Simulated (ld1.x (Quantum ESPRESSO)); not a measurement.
**u(r) = r·R(r): atom against pseudo-atom (osmium)**

Columns: radius, all-electron u(r) and pseudo u(r) of the 5p shell (level -51.78 eV) of osmium in the configuration [Kr] 4d10 4f14 5s2 5p6 5d6 6s1.5 6p0.5; PBE, scalar-relativistic, TM semilocal scheme, ld1.x (Quantum ESPRESSO) 7.5.

| r (bohr) | all-electron | pseudo |
| --- | --- | --- |
| 0.128 | -0.3695 | -0.0393 |
| 0.255 | 0.2267 | -0.1499 |
| 0.382 | 0.5612 | -0.3150 |
| 0.510 | 0.1659 | -0.5107 |
| 0.638 | -0.3846 | -0.7053 |
| 0.765 | -0.7936 | -0.8681 |
| 0.893 | -1.0153 | -0.9786 |
| 1.020 | -1.0824 | -1.0236 |
| 1.148 | -1.0482 | -1.0051 |
| 1.275 | -0.9579 | -0.9360 |
| 1.402 | -0.8426 | -0.8348 |
| 1.530 | -0.7210 | -0.7193 |
| 1.658 | -0.6053 | -0.6051 |
| 1.785 | -0.5018 | -0.5018 |
| 1.912 | -0.4118 | -0.4118 |
| 2.040 | -0.3347 | -0.3347 |
| 2.168 | -0.2704 | -0.2704 |
| 2.295 | -0.2176 | -0.2176 |
| 2.422 | -0.1746 | -0.1746 |
| 2.550 | -0.1393 | -0.1393 |
| 2.678 | -0.1108 | -0.1108 |
| 2.805 | -0.0881 | -0.0881 |
| 2.932 | -0.0700 | -0.0700 |
| 3.060 | -0.0553 | -0.0553 |
| 3.188 | -0.0437 | -0.0437 |
| 3.315 | -0.0346 | -0.0346 |

Problem. How many radial nodes do the two functions have?

Solution. The all-electron 5p function has n − l − 1 = 3 (the table is too coarse to show those close to the nucleus); the pseudo-wave has 0, since the states of the same l below it are removed with the core.

Problem. At about which radius was the pseudo-wave matched?

Solution. 1.88 bohr. The columns agree to 0.0005 from 1.66 bohr on; several derivatives are matched, so the curves merge somewhat inside the radius.

Problem. Is the pseudo-wave norm-conserving?

Solution. Yes: the TM semilocal scheme keeps the norm inside the radius equal to the all-electron one, which fixes the energy derivative of the logarithmic derivative at the level.
